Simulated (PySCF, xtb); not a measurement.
C4H2BrF, SMILES C#C/C(Br)=C\F.

Geometry: PBE0-D3(BJ)/def2-SVP. The structure was generated by enumeration; whether it is a known compound was not checked.

The numbers are results of PySCF with IEF-PCM-M06-2X/def2-SVP, not measurements.

The values are the electrostatic part of the solvation free energy, E(continuum) − E(gas) at the gas-phase geometry, in a cavity of scaled van der Waals radii (PySCF's table); cavitation and dispersion terms are not included. In vacuum the orbital gap is 7.88 eV. The dipole moment in vacuum is 0.18 D.

| solvent | ε | ΔG(elec) (kcal/mol) | dipole (D) | gap (eV) |
|---|---|---|---|---|
| water | 78.36 | -4.0 | 0.42 | 7.94 |
| diethylether | 4.24 | -2.7 | 0.33 | 7.92 |
| ethylethanoate | 5.99 | -3.0 | 0.35 | 7.92 |

For comparison, GFN2-xTB/ALPB(water) (xtb, at the GFN2-xTB geometry, all terms of that model) gives -1.9 kcal/mol.
